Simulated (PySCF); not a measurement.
C₂H₂N, SMILES [CH2-]C#N, charge -1. Atoms are numbered in the order given.

```xyz
5

C     -1.2016     0.0882     0.0000
C      0.1803    -0.0014     0.0000
N      1.3624    -0.0117     0.0000
H     -1.7044    -0.2195    -0.9151
H     -1.7044    -0.2195     0.9151
```
Charge -1, spin multiplicity 1.

Geometry: r2SCAN-D4/def2-TZVPD.

Calculation: PBE/def2-TZVPD (PySCF).

Mulliken values depend strongly on the basis, most of all with diffuse functions as here. ESP charges are fitted to the potential on shells at 1.4 to 2.0 van der Waals radii. Atomic charges (e):

```json
[
 {"atom": "C1", "Mulliken": "-0.70", "meta-Löwdin": "-0.69", "ESP fit": "?"},
 {"atom": "C2", "Mulliken": "0.05", "meta-Löwdin": "0.05", "ESP fit": "?"},
 {"atom": "N3", "Mulliken": "-0.42", "meta-Löwdin": "-0.51", "ESP fit": "?"},
 {"atom": "H4", "Mulliken": "0.04", "meta-Löwdin": "0.07", "ESP fit": "?"},
 {"atom": "H5", "Mulliken": "0.04", "meta-Löwdin": "0.07", "ESP fit": "?"}
]
```

Complete the blanks. (The exact figures need the calculation; the answer reports its results.)


- C1, ESP fit: -1.37
- C2, ESP fit: 0.74
- N3, ESP fit: -0.87
- H4, ESP fit: 0.25
- H5, ESP fit: 0.25
